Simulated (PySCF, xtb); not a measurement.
Noncovalent pair: C2H4 (SMILES C=C) (first 6 atoms) with CHN (SMILES C#N); geometry from B3LYP-D3(BJ)/def2-TZVP, rigid monomers moved along the line of their centres of mass till C2···H9 is 3.04 Å.
(charge 0, multiplicity 1):
```xyz
9

C     -0.08698     0.63684     0.22297
C     -0.22787    -0.67843     0.12585
H      0.88242     1.11360     0.13936
H     -0.93663     1.29080     0.37917
H     -1.19859    -1.15424     0.19866
H      0.62047    -1.33145    -0.04106
C      0.33195    -0.37074     4.16613
N      0.47067    -0.47082     5.29996
H      0.20256    -0.27718     3.10625
```

Monomers are frozen at their geometry in the pair; levels with a basis set take the counterpoise correction. Rows marked so take none.

Rows in 6-31G* carry no dispersion term and start afresh at each structure (6-31G* with six Cartesian d functions).

The values were computed with PySCF for 6-31G* rows; xtb for the GFN methods. 

**Question.** One of these levels gives -2.49 kcal/mol for the interaction energy. Name it.
(A) B3LYP/6-31G* (no counterpoise)
(B) GFN2-xTB
(C) HF/6-31G*

**Answer.** A, B3LYP/6-31G* (no counterpoise). The others give -1.35 (GFN2-xTB), -1.88 (HF/6-31G*)
